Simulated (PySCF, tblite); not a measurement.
Isomers of C6H10ClNSi, one GFN2-xTB conformer each. Single-point energies are computed at PBE0/pcSseg-1 (PySCF, gas phase, no added dispersion term), electronic only.

```csv
SMILES,GFN2-xTB relative energy (kcal/mol)
C=CCC[Si@H](Cl)CC#N,6.5
C=C[SiH2][C@](C)(Cl)CC#N,35.5
C=C/C=N\[Si@H](Cl)CC=C,1.5
N#CC[Si@H](Cl)CC1CC1,0.0
```

Conformers: `[CH2:1]=[CH:2][CH2:3][CH2:4][Si@H:5]([Cl:6])[CH2:7][C:8]#[N:9]` with C1–C2–C3–C4 117°, C2–C3–C4–Si5 -177°, C3–C4–Si5–Cl6 58°, C4–Si5–C7–C8 -55°; `[CH2:1]=[CH:2][SiH2:3][C@:4]([CH3:5])([Cl:6])[CH2:7][C:8]#[N:9]` with C1–C2–Si3–C4 101°, C2–Si3–C4–C5 -178°, Si3–C4–C7–C8 -63°; `[CH2:1]=[CH:2]/[CH:3]=[N:4]\[Si@H:5]([Cl:6])[CH2:7][CH:8]=[CH2:9]` with C1–C2–C3–N4 -179°, C3–N4–Si5–Cl6 -138°, N4–Si5–C7–C8 -70°, Si5–C7–C8–C9 -110°; `[N:1]#[C:2][CH2:3][Si@H:4]([Cl:5])[CH2:6][CH:7]1[CH2:8][CH2:9]1` with C2–C3–Si4–Cl5 167°, C3–Si4–C6–C7 42°, Si4–C6–C7–C8 79°.

Q: What does PBE0/pcSseg-1 give for the same structures?

A: 
| SMILES | PBE0/pcSseg-1 E (Eh) | PBE0/pcSseg-1 (kcal/mol) | GFN2-xTB (kcal/mol) | point group |
| --- | --- | --- | --- | --- |
| C=CCC[Si@H](Cl)CC#N | -1038.44134 | 0.0 | 6.5 | C1 |
| N#CC[Si@H](Cl)CC1CC1 | -1038.43879 | 1.6 | 0.0 | C1 |
| C=C/C=N\[Si@H](Cl)CC=C | -1038.42387 | 11.0 | 1.5 | C1 |
| C=C[SiH2][C@](C)(Cl)CC#N | -1038.37668 | 40.6 | 35.5 | C1 |

GFN2-xTB puts N#CC[Si@H](Cl)CC1CC1 lowest instead; measured from each level's own lowest isomer, the values differ by up to 9.5 kcal/mol (C=C/C=N\[Si@H](Cl)CC=C: 1.5 against 11.0). Neighbours under 2.5 kcal/mol apart (C=CCC[Si@H](Cl)CC#N and N#CC[Si@H](Cl)CC1CC1) can change places with a better method, another conformer or zero-point energy.

Q: Which frontier levels, dipoles and rotational constants go with these structures?

A: 
```csv
SMILES,"HOMO (eV, PBE0/pcSseg-1)",LUMO (eV),dipole (D),"A, B, C (MHz)"
C=CCC[Si@H](Cl)CC#N,-7.70,0.07,2.41,"1144, 768.9, 499.7"
N#CC[Si@H](Cl)CC1CC1,-7.98,0.18,2.35,"1094, 1042, 617.1"
C=C/C=N\[Si@H](Cl)CC=C,-7.19,-1.97,3.70,"1117, 815.6, 508.8"
C=C[SiH2][C@](C)(Cl)CC#N,-8.11,-0.81,1.80,"1192, 1086, 737.2"
```

Q: What happens when harmonic zero-point energies from GFN2-xTB frequencies are added?

A: 
```json
{"SMILES": "C=CCC[Si@H](Cl)CC#N", "ZPE (kcal/mol)": "89.6", "electronic (kcal/mol)": "0.0", "with ZPE (kcal/mol)": "0.0"}
{"SMILES": "N#CC[Si@H](Cl)CC1CC1", "ZPE (kcal/mol)": "90.6", "electronic (kcal/mol)": "1.6", "with ZPE (kcal/mol)": "2.7"}
{"SMILES": "C=C/C=N\\[Si@H](Cl)CC=C", "ZPE (kcal/mol)": "88.9", "electronic (kcal/mol)": "11.0", "with ZPE (kcal/mol)": "10.3"}
{"SMILES": "C=C[SiH2][C@](C)(Cl)CC#N", "ZPE (kcal/mol)": "87.3", "electronic (kcal/mol)": "40.6", "with ZPE (kcal/mol)": "38.3"}
```

The zero-point energies span 3.3 kcal/mol. The order is unchanged.

Q: As an exercise, what shares would exp(−E/RT) give at 298.15 K from these electronic energies alone (no entropy, no degeneracies)?

A: RT = 0.592 kcal/mol: C=CCC[Si@H](Cl)CC#N 93.7 %, N#CC[Si@H](Cl)CC1CC1 6.3 %, C=C/C=N\[Si@H](Cl)CC=C under 0.1 %, C=C[SiH2][C@](C)(Cl)CC#N under 0.1 %.
